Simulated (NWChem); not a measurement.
# Correlation energy of BeO

SMILES: [Be]=[O]
```xyz
2

Be     0.0000     0.0000     0.9063
O      0.0000     0.0000    -0.4531
```
Charge 0, spin multiplicity 1.

The numbers come from NWChem runs, not from measurements. Structure: optimised with PBE/def2-SVP, a minimum by its harmonic frequencies.

Basis set: 6-311G**. Each correlation energy counts from its own Hartree-Fock reference.

The correlated methods keep 2 core orbitals frozen. The Pople sets run with spherical d functions. The structure started from a generated list of species. Coupled-cluster values serve here as a point of comparison, not as the truth.

Question: Order these methods by the correlation energy they give, lowest first: SCS-MP2, CCSD+T(CCSD), CR-CCSD(T), CCSD(T), CCSD, CR-CCSD[T].

Answer: CCSD+T(CCSD) (-269.6 mHa), CR-CCSD[T] (-266.0 mHa), CCSD(T) (-264.6 mHa), CR-CCSD(T) (-262.2 mHa), CCSD (-251.1 mHa), SCS-MP2 (-249.9 mHa)
